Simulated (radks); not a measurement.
The cobalt ion Co+, configuration [Ne] 3s2 3p5.75 3d8 4s0.25 (fractional occupations, a model configuration).

Method: scalar-relativistic Kohn-Sham, TASK exchange with Perdew-Wang LDA correlation, spin-polarised, spherical densities, finite nucleus; open shells are filled with parallel spins first; meta-GGA in the generalised Kohn-Sham scheme; Fermi nuclear charge, rms radius 3.7875 fm; computed with a radial shooting solver on a logarithmic mesh with Libxc functionals.

Energy parts (hartree):
part                       energy
total                 -1392.05087
kinetic                1409.47988
electron-nucleus      -3331.56679
Hartree                 589.03503
exchange-correlation    -58.99899

Orbitals (lengths in bohr, moments of r in powers of bohr; r(max) is where P^2 peaks; r(90%) holds 90 % of the orbital's charge):
| orbital | occ. | eigenvalue (hartree) | r(90%) | r(max) |
|---|---|---|---|---|
| 1s up | 1 | -280.2211 | 0.101 | 0.03679 |
| 1s down | 1 | -280.2146 | 0.101 | 0.03679 |
| 2s up | 1 | -33.61404 | 0.397 | 0.2132 |
| 2s down | 1 | -33.54953 | 0.396 | 0.2131 |
| 2p up | 3 | -28.79181 | 0.369 | 0.1720 |
| 2p down | 3 | -28.74044 | 0.368 | 0.1719 |
| 3s up | 1 | -4.13248 | 1.17 | 0.6708 |
| 3s down | 1 | -4.01472 | 1.18 | 0.6722 |
| 3p up | 3 | -2.73659 | 1.28 | 0.6813 |
| 3p down | 2.75 | -2.61566 | 1.28 | 0.6834 |
| 3d up | 5 | -0.53111 | 1.87 | 0.6773 |
| 3d down | 3 | -0.40789 | 1.97 | 0.6862 |
| 4s up | 0.25 | -0.39226 | 4.04 | 2.202 |

The highest occupied level is 4s up at -10.674 eV. The spin density at the nucleus is 1.714 e/bohr^3 (1s -0.292, 2s -1.865, 3s 1.573, 4s 2.298). The density falls to 0.001 e/bohr^3 at r = 3.47 bohr. Spin moment in Bohr magnetons: 2.5. Summed over all electrons, <r^2> = 21.25 bohr^2, which gives a Langevin (diamagnetic) susceptibility term of -16.8 x 10^-6 cm^3/mol.

Empty levels of this run are not shown, since the potential may be unsettled where no density lies.
